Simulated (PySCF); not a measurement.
H7NO2Si2, SMILES N[Si](O)(O)[SiH3]. Geometry optimised at TPSSh-D3(BJ)/def2-SVP. The structure was generated by enumeration, and PubChem lists no compound with its InChIKey, so it may never have been made. The values are those of a single conformer.

Computed equilibrium geometry at TPSSh-D3(BJ)/def2-SVP (PySCF confirms it by a frequency run) as Cartesian coordinates in Å, and its point group (one conformer of several):
point group Cs.
```xyz
12

N      1.3766     1.3960     0.0000
Si     0.4121    -0.0508     0.0000
O      0.7822    -0.8604    -1.4133
O      0.7822    -0.8604     1.4133
Si    -1.9159     0.1369     0.0000
H      1.3886     1.9816     0.8334
H      1.3886     1.9816    -0.8334
H      1.7243    -0.8900    -1.6390
H      1.7243    -0.8900     1.6390
H     -2.3633     0.8970    -1.2037
H     -2.5978    -1.1878     0.0000
H     -2.3633     0.8970     1.2037
```
Charge 0, spin multiplicity 1.
